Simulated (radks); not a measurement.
Q: The lanthanum ion La4+ is in [Kr] 4d10 5s2 5p(1/2: 2, 3/2: 3). Calculated with a radial shooting solver on a logarithmic mesh with Libxc functionals: Dirac Kohn-Sham, BLYP, spin-unpolarised, spherical densities, finite nucleus; Fermi nuclear charge, rms radius of each element as measured or else 0.836 A^(1/3) + 0.57 fm. Sub-shells are occupied by j as written (lower j first in brackets). One electron is removed from 5p3/2, 4d5/2, 5s1/2, 5p1/2 in turn, with full relaxation. Which removal costs least, and what does each cost?

A: 5p3/2 62.150 eV; 5p1/2 65.210 eV; 5s1/2 81.240 eV; 4d5/2 151.49 eV. The 5p3/2 electron leaves first.
